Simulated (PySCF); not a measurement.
**Computed properties of CH₇FN₂Si, SMILES [Si@H](F)(N)NC**

CH7FN2Si, SMILES [Si@H](NC)(F)N. The structure is a stationary point at r2SCAN-D4/def2-SVP. The structure was generated by enumeration; whether it is a known compound was not checked. One conformer was computed; it need not be the lowest. All values are computed for the isolated molecule unless a solvent is named; none is compared with measurement here.

**Structure.** All 30 harmonic modes at r2SCAN-D4/def2-SVP (PySCF) are real, so it is a minimum. With heavy atoms numbered as in [CH3:1][NH:2][Si@H:3]([NH2:4])[F:5], the shortest bond between them is C1–N2 at 1.449 Å and the longest Si3–N4 at 1.714 Å.

**Vibrations.** The strongest infrared lines (harmonic, unscaled, degenerate partners summed) lie at 956 cm⁻¹ (253 km/mol, H 48 %, Si 35 %, F 11 %), 914 cm⁻¹ (230 km/mol, Si 43 %, N 31 %, H 24 %), 2234 cm⁻¹ (165 km/mol, H 97 %). The softest mode is at 97 cm⁻¹ and the zero-point energy is 58.2 kcal/mol.

**Electronic structure.** CAM-B3LYP/def2-TZVP (PySCF) places the frontier levels at -8.55 and 1.79 eV, a gap of 10.34 eV, and gives a dipole moment of 2.27 D and a mean polarisability of 51.0 bohr³. PBE/def2-TZVP (PySCF) at the same geometry gives -5.72 and 0.18 eV, so its gap is 4.44 eV narrower. An orbital gap is neither the optical nor the fundamental gap.

**Excitations.** TDA-M06-2X/def2-SVPD (PySCF) has S1 at 6.71 eV (185 nm, f = 0.003, weak); the most intense of the 10 singlets computed lies at 8.05 eV (f = 0.07). T1 (TDA) is at 6.56 eV, 0.15 eV under S1. TDA-PBE/def2-SVPD (PySCF) puts S1 at 5.71 eV. No vertical singlet excitation falls in the visible range (under 3.1 eV).

**NMR.** GIAO shifts at HF/pcSseg-1 (PySCF) (non-relativistic, atoms alike by connectivity averaged): ¹³C at 28.4 ppm against TMS; ¹H from 1.0 to 4.4 ppm against TMS; ²⁹Si at -35.5 ppm against TMS; ¹⁹F at -119.0 ppm against CFCl3.

**Solvation.** SMD-ωB97X/def2-SVP (PySCF) gives -2.0 kcal/mol in water, -2.4 kcal/mol in benzene, -4.7 kcal/mol in dichloromethane (1 M in both phases, gas-phase geometry); of these solvents dichloromethane holds the molecule best.
